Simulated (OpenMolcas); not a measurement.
**A ladder of methods for GeSiH4O (SMILES [SiH3][O][GeH])**

GeSiH4O has 7 atoms, charge 0, and is taken as a singlet. As SMILES, `[SiH3][O][GeH]`. The shape is that of a PBE0-D4/def2-TZVP optimisation. This is one conformer, not always the lowest.

Each level gives the vertical energy of the triplet above the singlet (eV). The values are calculated.

```csv
level,kind,program,value (eV),less CCSD(T)/def2-SVP,CPU time (all runs)
HF/def2-SVP,Hartree–Fock,OpenMolcas,1.48,-0.52,21 s
BLYP/def2-SVP,GGA,OpenMolcas,2.12,+0.12,73 s
PBE/def2-SVP,GGA,OpenMolcas,1.98,-0.02,78 s
TPSS/def2-SVP,meta-GGA,OpenMolcas,1.96,-0.04,97 s
r2SCAN/def2-SVP,meta-GGA,OpenMolcas,1.82,-0.18,97 s
BHLYP/def2-SVP,global hybrid,OpenMolcas,2.06,+0.06,66 s
PBE0/def2-SVP,global hybrid,OpenMolcas,1.94,-0.06,69 s
"CCSD(T)/def2-SVP, open shells restricted",coupled cluster or CI,OpenMolcas,2.00,0.00,1.8 min
```

CCSD(T)/def2-SVP, open shells restricted is the highest level here, not the true value. All-electron rows without a relativistic Hamiltonian named are non-relativistic. The values span 1.48 to 2.12 eV. In the correlated wave-function rows the outer d shell of Ge is correlated, in sets not made for it. CPU times are rough (shared hosts, several kinds of processor): they show what a rung costs within a factor of a few.
